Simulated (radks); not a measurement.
Valence configurations of Tl+. Calculated with a radial shooting solver on a logarithmic mesh with Libxc functionals: scalar-relativistic Kohn-Sham, SCAN, spin-polarised, spherical densities, finite nucleus; open shells are filled with parallel spins first (spin-orbit coupling, left out, can overturn this in heavy ions); meta-GGA in the generalised Kohn-Sham scheme; Fermi nuclear charge, rms radius 5.4759 fm. Energies are relative to [Hg]; eigenvalues in eV for spin up.

valence,E (eV),moment (Bohr magnetons),e(4f),e(5d),e(6p),e(6s)
[Hg],0.000,0,-122.66,-23.195,-,-16.814
[Xe] 4f13.5 5d10 6s2 6p0.5,59.207,1,-132.43,-26.350,-9.366,-18.397
[Xe] 4f13 5d10 6s2 6p1,122.35,2,-142.40,-29.585,-10.322,-19.662
[Xe] 4f12 5d10 6s2 6p2,260.99,4,-162.77,-36.090,-12.302,-22.653
[Xe] 4f14 5d9.5 6s2 6p0.5,7.735,1,-125.74,-25.735,-9.360,-18.327
[Xe] 4f12 5d9 6s2 6p3,285.29,6,-169.18,-41.120,-13.996,-25.235
[Xe] 4f14 5d8 6s2 6p2,33.817,4,-134.89,-33.081,-12.131,-22.164
[Xe] 4f14 5d9 6s2 6p1,15.911,2,-128.82,-28.255,-10.285,-19.481
[Xe] 4f13 5d10 6s1 6p2,129.93,4,-143.89,-31.119,-11.783,-21.406
[Xe] 4f11 5d10 6s2 6p3,416.40,6,-183.76,-42.750,-14.092,-25.476

NIST lists [Hg] as the ground configuration; this level of theory agrees among the configurations tried. The energies are those of spherical high-spin densities, not of single terms.
